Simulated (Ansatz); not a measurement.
Mulliken charges of `[OH][Sb]([F])[SiH3]` from B3LYP/def2-TZVPP in Ansatz (PBE0-D4/def2-TZVP geometry).

| atom | x (Å) | y (Å) | z (Å) | charge (e) |
| --- | --- | --- | --- | --- |
| O1 | 1.743 | 1.042 | -0.972 | -0.526 |
| Sb2 | 1.490 | 0.101 | 0.717 | 0.891 |
| F3 | 1.668 | -1.687 | 0.018 | -0.481 |
| Si4 | -1.110 | -0.057 | 0.502 | 0.074 |
| H5 | 1.109 | 0.790 | -1.650 | 0.190 |
| H6 | -1.742 | 1.218 | 0.938 | -0.051 |
| H7 | -1.425 | -0.291 | -0.934 | -0.052 |
| H8 | -1.640 | -1.174 | 1.326 | -0.045 |

Task: By hand: the dipole of these point charges (1 e Å = 4.8032 D).

Result: Σ q r = (-0.026, 0.505, 0.806) e Å, of length 0.951 e Å = 4.57 D.

Task: How does the dipole of the full density compare? (An estimate is asked.)

Result: Ansatz gave: (-0.294, 0.248, 0.267) e Å, 2.25 D; the point charges give 2.03 times that, at 39° from its direction.

Point charges leave out the atoms' own dipoles, such as those of lone pairs, and Mulliken's split depends on the basis, so the two needn't agree.

B3LYP here is the variant with VWN-RPA as its local correlation; programs differ in this.
